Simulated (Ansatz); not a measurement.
Process, species as SMILES: F[SiH-][SiH](F)F → F[SiH2][Si-](F)F
Each molecule is optimised on its own at B3LYP-D3(BJ)/def2-TZVP (Ansatz, a quantum-chemistry and plane-wave program), one conformer each, not searched for the lowest.

Wanted: isomerisation energy (electronic energy difference), in kcal/mol. Correlated levels leave the core frozen unless marked. No spin-orbit coupling. No relativistic terms. Anions need diffuse functions: aug- sets have them; def2-D sets add few; the other sets have none. CBS marks a two-point X^-3 extrapolation of the correlation energy; Hartree-Fock from the larger set.

| level | program | isomerisation energy (kcal/mol) |
|---|---|---|
| HF/aug-cc-pV(D+d)Z | Ansatz | 2.7 |
| PBE-D4/def2-TZVPD | Ansatz + dftd4 | 3.2 |

Task: Estimate the value at CCSD(T)/CBS(aug-cc-pV(T+d)Z,aug-cc-pV(Q+d)Z) as computed with Ansatz.

Result: 4.5 kcal/mol
